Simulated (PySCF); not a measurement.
**LiBe⁻: one state, many levels of theory**

State: ¹Σ⁺ (singlet), closed shell. Set-up: PySCF, no relativity, basis sets Li aug-cc-pVDZ, Be aug-cc-pVDZ. De refers to Li⁻ + Be in their ground configurations, without counterpoise correction. A positive dipole points towards Be; it is taken about the centre of mass and depends on that origin.

```csv
Level,Re (Å),ωe (cm⁻¹),De (eV),μ (D),"CPU s a point (SCF and correlation, without the integrals)"
RHF-MP2,2.953,186,n/a,n/a,0.06
RHF-SCS-MP2,2.984,169,n/a,n/a,n/a
RHF-CCSD,2.973,169,0.177,n/a,n/a
RHF-CCSD(T),2.867,208,0.289,n/a,0.7
LDA,2.803,247,0.70,4.35,0.41
PBE,2.864,232,0.61,4.45,0.41
BP86,2.876,228,0.56,4.43,0.25
r²SCAN,2.906,226,0.55,4.76,0.64
PBE0,2.923,214,0.484,4.23,0.65
M06-2X,2.956,191,0.371,4.59,0.67
```

Task: Which functional lies closest to RHF-CCSD(T) in De, which farthest, and by how much do they differ from it?

Result: Closest is M06-2X (+8.9 pm in Re, -8.2 % in ωe, +0.08 eV in De against RHF-CCSD(T) in the same basis), farthest LDA (-6.4 pm in Re, +18.8 % in ωe, +0.41 eV in De). CCSD(T) converges more slowly with the basis than the functionals do and binds too weakly in this one, so the order can change at the basis-set limit.

Task: What does the step from GGA to meta-GGA do here, going from PBE to r²SCAN?

Result: r²SCAN less PBE: +4.2 pm in Re, -2.6 % in ωe, -0.06 eV in De. 

Task: What does the gradient correction do here, going from LDA to PBE?

Result: PBE less LDA: +6.1 pm in Re, -6.1 % in ωe, -0.09 eV in De. The gradient correction favours the more uneven density of free atoms, so it tends to lengthen bonds and takes away much of the overbinding of LDA; so it does here.

Correlated steps freeze no core orbitals. Closed-shell solutions of metal pairs were not tested for spin polarisation, which can lower them a little. Correlated levels converge slowly with the basis: in double zeta they bind strong bonds too weakly, by up to about 1 eV, and carry superposition errors of some tenths. For an ion De counts to the pair picked by the measured ionisation energies or electron affinities, which need not be the lowest pair at this level. The highest Kohn–Sham level is positive in this anion. Much of that is self-interaction error, but it also means that the finite basis helps to hold the extra electron. The CCSD T1 diagnostic is raised, a sign that a single reference may not be enough here.

The whole job (state search and all levels along the bond) took about 1.2 min on 1 thread of Arm Neoverse V2 (shared host), peak memory 0.52 GiB.
